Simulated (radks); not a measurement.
Values are calculated unless marked as measured or tabulated.
Valence configurations of the platinum ion Pt+ (all share [Xe]). Level of theory: Dirac Kohn-Sham, PBE, spin-unpolarised, spherical densities, finite nucleus; open shells fill j = l - 1/2 first; Fermi nuclear charge, rms radius 5.427 fm (a radial shooting solver on a logarithmic mesh with Libxc functionals). Energies are relative to 4f14 5d9; eigenvalues in eV.

valence               E (eV)  e(4f5/2)  e(4f7/2)  e(5d3/2)  e(5d5/2)  e(6p1/2)
4f14 5d9               0.000   -79.886   -76.432   -15.098   -13.730         -
4f14 5d8 6s1           1.377   -82.977   -79.523   -17.281   -15.832         -
4f14 5d8 6s0.5 6p0.5   4.319   -83.645   -80.191   -17.897   -16.439    -8.430
4f14 5d8 6p1           7.300   -84.297   -80.843   -18.495   -17.027    -8.762
4f13.5 5d9 6s0.5      33.372   -86.931   -83.420   -16.815   -15.334         -
4f13.5 5d7 6s0.5 6p2  52.667   -96.358   -92.844   -23.920   -22.236   -10.483
4f13 5d10             67.617   -90.945   -87.377   -16.293   -14.781         -
4f13 5d9 6s1          69.994   -94.241   -90.672   -18.660   -17.064         -
4f13 5d9 6p1          76.035   -95.587   -92.018   -19.913   -18.300    -8.835
4f13 5d8 6s1 6p1      80.000   -99.099   -95.529   -22.364   -20.665    -9.568

NIST lists [Xe] 4f14 5d9 as the ground configuration; this level of theory agrees among the configurations tried. The energies are those of spherical spin-averaged densities, not of single terms.
